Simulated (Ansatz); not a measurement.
Molecule: C6H11, charge 0, multiplicity 2. It need not be the lowest isomer of its formula. 
Coordinates optimised at B3LYP-D3(BJ)/def2-TZVP (Ansatz, an electronic-structure program):
SMILES: C=C(C)[CH]CC
```xyz
17

C      2.6864    -0.0685    -0.5357
C      1.1874    -0.2220    -0.7806
C      0.3529     0.2144     0.3793
C     -1.0361     0.1197     0.4428
C     -1.7317     0.5523     1.5518
C     -1.7895    -0.4677    -0.7270
H      2.9436     0.9730    -0.3311
H      3.2650    -0.3926    -1.4018
H      3.0044    -0.6640     0.3228
H      0.9622    -1.2667    -1.0310
H      0.9051     0.3460    -1.6778
H      0.8691     0.6436     1.2321
H     -2.8091     0.4815     1.6067
H     -1.2147     0.9766     2.4026
H     -2.8628    -0.4712    -0.5424
H     -1.4756    -1.4958    -0.9225
H     -1.6040     0.1004    -1.6417
```
Charge 0, spin multiplicity 2.

Computed values are from Ansatz. Cores are frozen in the correlated levels unless marked. UHF or UKS for open shells. Spin-orbit coupling is left out. Non-relativistic. Basis-set limits of correlation are two-point, X^-3; Hartree-Fock from the larger set. [CCSD(T)-MP2]/basis is that difference in the basis named.

The UHF reference is spin-contaminated (<S^2> 0.20 over the pure value in the largest basis). 

Problem. What is the dipole moment at CCSD(T)/aug-cc-pVDZ?

Solution. 0.62 D.

Problem. What is the total energy at RI-MP2/CBS(cc-pVTZ,cc-pVQZ)+[CCSD(T)-MP2]/cc-pVTZ?

Solution. -234.8777 Eh.

Problem. What is the atomisation energy De at RI-MP2/CBS(cc-pVTZ,cc-pVQZ)+[CCSD(T)-MP2]/cc-pVTZ?

Solution. 6905.6 kJ/mol.

Problem. What is the T1 diagnostic at CCSD/cc-pVTZ?

Solution. 0.021.
